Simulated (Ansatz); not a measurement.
```yaml
crystal:
  periodic: [false, false, false]
  atoms:
    - {symbol: N, position_ang: [-0.158807, 0.853599, -1.136510]}
    - {symbol: Si, position_ang: [0.645488, -0.536497, -0.559613]}
    - {symbol: S, position_ang: [-0.307328, -1.610918, 1.050205]}
    - {symbol: S, position_ang: [-0.236895, -0.087666, 2.442470]}
    - {symbol: H, position_ang: [-1.044310, 0.781362, -1.610901]}
    - {symbol: H, position_ang: [-0.080782, 1.719772, -0.628637]}
    - {symbol: H, position_ang: [1.978280, -0.103641, -0.083915]}
    - {symbol: H, position_ang: [0.711047, -1.550975, -1.642353]}
    - {symbol: H, position_ang: [-1.418093, 0.488665, 2.152052]}
basis:
  gaussian: {orbitals: pcseg-2}
hamiltonian: {xc: {name: RPBE}, dispersion: d3bjatm}
```

```sh
$ ansatz run in.yaml --threads 2 --pin off --events-out ev --progress --plain --max-ram 4352MiB
```

Shortened log:

```
Functional definition: RPBE
1170 factors; their error is unknown
mean field evaluation 1: about -31111.2732 eV, gradient 7.0e1 eV
mean field evaluation 2: about -31041.0718 eV, gradient 1.4e2 eV
mean field evaluation 4: about -31120.1298 eV, gradient 1.9e1 eV
mean field evaluation 8: about -31121.0158 eV, gradient 3.1e-1 eV
mean field evaluation 16: about -31120.9674 eV, gradient 3.3e-4 eV
mean field -31120.96738139 eV, -1143.6744567166 hartree, gradient 8.2e-5 eV, S^2 0.000000; 0 other end points of the search recorded, 0 dependent functions left out
reference -31120.96743118 eV, -1143.6744585464 hartree; 29, 29 occupied and 173, 173 virtual orbitals, 1170 factors
Total energy: -31122.52431963 eV, -1143.7316731419 hartree
```

Hardware: 2 threads of an Arm Neoverse V2 on a shared host. Wall time 2.4 s, peak host memory 0.42 GiB.
